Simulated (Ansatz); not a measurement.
Molecule: CH$_{7}$ClFNSi$_{2}$ (charge 0, singlet). 
Coordinates optimised at B3LYP-D3(BJ)/def2-TZVP (Ansatz, a quantum-chemistry and plane-wave program):
SMILES: C[Si](F)(Cl)N[SiH3]
```xyz
13

C      1.6431    -0.8764    -0.8361
Si     0.4500     0.3091    -0.0759
F      0.3339     1.5711    -1.0558
Cl     1.1698     1.0542     1.7073
N     -1.0821    -0.3650     0.2468
Si    -2.0484    -1.4274    -0.7291
H      1.2654    -1.2439    -1.7919
H      2.6002    -0.3850    -1.0154
H      1.8088    -1.7302    -0.1784
H     -1.5203    -0.0228     1.0921
H     -1.2794    -1.7027    -1.9615
H     -2.3256    -2.7026    -0.0268
H     -3.3464    -0.8065    -1.0807
```

Total electronic energies in hartree. Correlated levels leave the core frozen unless marked. No spin-orbit coupling. No relativistic terms. CBS(X,Y): correlation extrapolated as X^-3; Hartree-Fock from the larger set.

```
level                                        program  energy (Eh)
------------------------------------  --------------  -----------
RI-HF/aug-cc-pV(T+d)Z                         Ansatz  -1233.54273
BLYP-D3(BJ)/def2-TZVPD                Ansatz + dftd3  -1236.37263
PBE0-D4/def2-TZVPD                    Ansatz + dftd4  -1235.81940
PBE0/def2-QZVPP                               Ansatz  -1235.85368
RI-MP2/aug-cc-pV(T+d)Z                        Ansatz  -1234.63599
SCS-MP2/cc-pVTZ                               Ansatz  -1234.59077
SCS-MP2/cc-pV(Q+d)Z                           Ansatz  -1234.72725
CCSD(T)/cc-pwCVTZ                             Ansatz  -1234.72752
CCSD(T)/CBS(cc-pV(T+d)Z,cc-pV(Q+d)Z)          Ansatz   -1234.8811
```

Totals of different functionals don't rank their quality; only differences between species are comparable.
